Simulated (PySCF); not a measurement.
Löwdin shares of the frontier orbitals

Compound: (Cl)2Hf(OSiH2)2O (singlet state).
Geometry (PBE0-D3(BJ)/def2-SVP, Å), atoms numbered from 1 in this order:
```
atom  x, y, z in Å
Hf1   -1.275    1.264   -0.643
Cl2   -0.956    3.607   -0.653
Cl3   -3.370    0.537   -1.446
O4    -0.974    0.524    1.111
Si5    0.085   -0.596    1.767
O6     1.108   -1.064    0.546
Si7    1.333   -0.769   -1.072
O8     0.171    0.346   -1.531
H9    -0.686   -1.771    2.246
H10    0.868    0.050    2.850
H11    1.130   -2.025   -1.838
H12    2.681   -0.186   -1.287
```

Computed, not measured: TDDFT PBE0/def2-SVPD, vertical, gas phase, core orbitals frozen in the response, def2 core potentials past Kr (PySCF 2.14.0, density-fitted response routines). Spin–orbit coupling is left out.

Frontier orbitals with the atoms that hold most of them (Löwdin shares over 4%, at most four atoms; ? is withheld):

```
orbital  ε (eV)                             atoms
 HOMO-3   -9.56   Cl2 43%, Cl3 40%, Hf1 6%, O4 5%
 HOMO-2   -9.42          Cl2 46%, Cl3 43%, Hf1 4%
 HOMO-1   -9.32                                 ?
   HOMO       ?  O6 22%, Si7 13%, Si5 13%, H11 9%
   LUMO   -1.26  Hf1 61%, Cl2 10%, Cl3 10%, O8 6%
 LUMO+1   -1.23    Hf1 65%, Cl3 9%, Cl2 9%, O4 7%
 LUMO+2   -0.82    Hf1 59%, Cl3 8%, Cl2 8%, O8 8%
```

Task: Which atoms hold the HOMO-1, and with what shares?

Result: Cl2 (bonded to Hf) 21%; Cl3 (bonded to Hf) 20%; O4 (bonded to Hf and Si) 13%; O8 (bonded to Hf and Si) 13%. By element: chlorine 41%, oxygen 26% or more.

Task: What is the HOMO energy, and the HOMO–LUMO gap?

Result: ε(HOMO) = -8.91 eV; the gap is 7.65 eV (0.2811 hartree).

Task: How does S1 compare with the orbital gap of 7.65 eV?

Result: S1 is at 6.58 eV (f = 0.0052), 1.07 eV below the gap, made of HOMO→LUMO (82%). 

For S1 the Löwdin share of hafnium is at most 10% in HOMO and 61% in LUMO (ligand-to-metal charge transfer by this measure).

Next come S2 at 6.63 eV (f 0.012), HOMO→LUMO+1 (59%), HOMO-2→LUMO+1 (26%); S3 at 6.68 eV (f 0.0003), HOMO-1→LUMO (76%), HOMO-1→LUMO+1 (17%); S4 at 6.80 eV (f 0.0050), HOMO-2→LUMO (38%), HOMO→LUMO+1 (20%), HOMO-2→LUMO+1 (19%); S5 at 6.83 eV (f 0.0010), HOMO-2→LUMO+1 (38%), HOMO-3→LUMO+1 (22%), HOMO-3→LUMO (15%).

Löwdin shares depend on the basis, the more so with diffuse functions.
